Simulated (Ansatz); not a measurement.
Ansatz (an electronic-structure program) input:

Ansatz 0.2 input:
```yaml
crystal:
  periodic: [false, false, false]
  atoms:
    - {symbol: Sn, position_ang: [0.00000000, -0.00000000, -0.00000000]}
    - {symbol: F, position_ang: [-1.55442281, -1.00239212, 0.08359758]}
    - {symbol: F, position_ang: [-0.03709134, 1.70788861, -0.71396746]}
    - {symbol: F, position_ang: [1.59151415, -0.70549649, 0.63036988]}
basis:
  gaussian:
    orbitals: def2-TZVPD
hamiltonian:
  xc: {name: B2PLYP}
total_charge: 1
magnetization: {spin_polarized: true, initial_magnetization: 2}
correlation: {electrons: outside_noble_gas}
```

Question: What final total energy does it print?

Answer: -513.03567 Eh (B2PLYP/def2-TZVPD). The basis has 176 functions.

This state (charge 1, triplet) is run at the relaxed geometry of the species with charge 1 and multiplicity 1, and is a spin state other than that species' own.
